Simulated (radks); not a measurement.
Valence configurations of Au III (all share [Xe]). Calculated with a radial shooting solver on a logarithmic mesh with Libxc functionals: scalar-relativistic Kohn-Sham, BLYP, spin-polarised, spherical densities, point nucleus; open shells are filled with parallel spins first (spin-orbit coupling, left out, can overturn this in heavy ions). Energies are relative to 4f14 5d9; eigenvalues in eV for spin up.

4f14 5d9: E (eV) 0.000; moment (Bohr magnetons) 1; e(4f) -102.79; e(5d) -27.528
4f14 5d8.5 6s0.5: E (eV) 1.952; moment (Bohr magnetons) 2; e(4f) -104.68; e(5d) -29.038; e(6s) -23.926
4f14 5d8 6s1: E (eV) 3.995; moment (Bohr magnetons) 3; e(4f) -106.60; e(5d) -30.550; e(6s) -24.747
4f14 5d7 6s2: E (eV) 10.034; moment (Bohr magnetons) 3; e(4f) -110.66; e(5d) -33.488; e(6s) -25.875
4f14 5d8 6p1: E (eV) 12.796; moment (Bohr magnetons) 3; e(4f) -108.25; e(5d) -31.985; e(6p) -16.851
4f13.5 5d9.5: E (eV) 39.099; moment (Bohr magnetons) 1; e(4f) -108.92; e(5d) -28.118
4f13 5d10: E (eV) 80.583; moment (Bohr magnetons) 1; e(4f) -115.14; e(5d) -28.700
4f13 5d9.5 6s0.5: E (eV) 83.326; moment (Bohr magnetons) 2; e(4f) -117.12; e(5d) -30.300; e(6s) -24.107
4f13 5d9 6s1: E (eV) 86.185; moment (Bohr magnetons) 3; e(4f) -119.14; e(5d) -31.900; e(6s) -24.973
4f13 5d9.5 6p0.5: E (eV) 87.601; moment (Bohr magnetons) 2; e(4f) -117.96; e(5d) -31.042; e(6p) -16.023

NIST lists [Xe] 4f14 5d9 as the ground configuration; this level of theory agrees among the configurations tried. The energies are those of spherical high-spin densities, not of single terms.
